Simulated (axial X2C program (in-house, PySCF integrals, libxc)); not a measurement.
**Nuclear properties of HgGe**

Calculated with an in-house all-electron X2C program for linear molecules (integrals from PySCF): two-component X2C with atomic mean-field Coulomb and Gaunt terms, Gaussian nuclei, basis Hg dyall-cv3z, Ge dyall-cv3z with contracted cores.

R = 2.608 Å (near the PBE0 minimum at charge 0 of the determinant lowest at the starting distance; the state shown can have its own minimum elsewhere).

Input and command:
```json
{"zs": [80, 32], "q": 0, "bas": ["dyall-cv3z", "dyall-cv3z"], "r0": 2.54, "levels": ["PBE0", "HF", "PBE50", "PBE", "r2SCAN"], "nst": 3}
```
```bash
python soeom.py task.json out
```

Keys: zs atomic numbers; q charge; bas basis sets; r0 starting distance in Å; levels methods; nst determinants followed.

Determinant lowest in the PBE0 search, Ω = 1 (⟨Sz⟩ = 1.00, ⟨Lz⟩ = 0.00 at PBE0), spin on the atoms Hg 0.05, Ge 0.95:

| level | Eeff magnitude (GV/cm) | Ws magnitude Hg (kHz) | A∥/gI Hg (MHz) | qzz Hg (a.u.) | A∥/gI Ge (MHz) | qzz Ge (a.u.) | μ (D) |
| --- | --- | --- | --- | --- | --- | --- | --- |
| PBE0 | 12.5 | 13.1 | -1030 | 1.27 | -352 | 2.86 | -1.65 |
| HF | 73.3 | 82.8 | -2290 | -0.17 | -389 | 3.07 | -2.20 |
| PBE50 | 17.8 | 19.3 | -1160 | 0.89 | -353 | 2.99 | -1.93 |
| PBE | 8.84 | 8.96 | -947 | 1.71 | -345 | 2.70 | -1.36 |
| r2SCAN | 2.74 | 2.33 | -905 | 1.39 | -411 | 2.83 | -1.65 |

Determinant 0.56 eV from it at PBE0 and this distance, Ω = 0 (closed shell), highest spinor 81% Ge p, 16% Hg p, 2% Hg d:

| level | qzz Hg (a.u.) | qzz Ge (a.u.) | μ (D) |
| --- | --- | --- | --- |
| PBE0 | 1.65 | 2.30 | -1.11 |
| HF | 0.90 | 2.74 | -1.95 |
| PBE50 | 1.32 | 2.50 | -1.49 |
| PBE | 2.03 | 2.08 | -0.73 |
| r2SCAN | 1.96 | 2.30 | -1.02 |

Eeff is the effective electric field on the electron electric dipole moment in this Ω state and Ws the scalar–pseudoscalar constant of the nucleus named (defined with the proton number Z and per Ω); A∥ (defined per Ω) follows by multiplying with gI = μI/(I μN); qzz is the electric field gradient, eQq0 = 234.96 MHz × Q/barn × qzz; μ is positive if the Ge end (last atom) is positive. The operators were transformed with the bare-nucleus X2C matrices; with these basis sets, hyperfine constants and field gradients can be off by tens of per cent, and where levels differ in sign neither size nor sign is settled.

(1) With gI(73Ge) = -0.1954, Q(73Ge) = -0.196 barn (g factors from the IAEA table of nuclear moments by Stone; Q from Pyykkö, Mol. Phys. 2018), turn the PBE0 values of the first state into constants in MHz.

Each state is one determinant with collinear spin, which with several unpaired electrons need not be a pure state. Unrestricted Hartree–Fock can overshoot spin polarisation at the nuclei. A closed determinant beside an open π² or δ² triplet, such as (π1/2)², mixes with its partner pair into the 0⁺ component of the triplet and ¹Σ⁺, so its energy is not that of a level, and 0⁺ can lie lowest. With several open shells hyperfine constants can be off by a factor of several. Where Eeff spreads by more than a factor of two the levels disagree and none is to be relied on. Open-shell Ω = 0 determinants with evenly filled partner blocks cannot be reached by this program, so the Ω shown need not be the lowest component. The search compared states at one distance, so a state with another bond length can lie lower. Further determinants of the search, some of them spin-mixed, are not shown. Where a field gradient or hyperfine factor spreads by more than a factor of two over the levels, a constant derived from it is not to be relied on. PBE0 term energies can be off by some tenths of an eV.

## Answers

(1) A∥(73Ge) = -352 × -0.1954 = 68.8 MHz; eQq0(73Ge) = 234.96 × (-0.196) × (2.86) = -132 MHz.
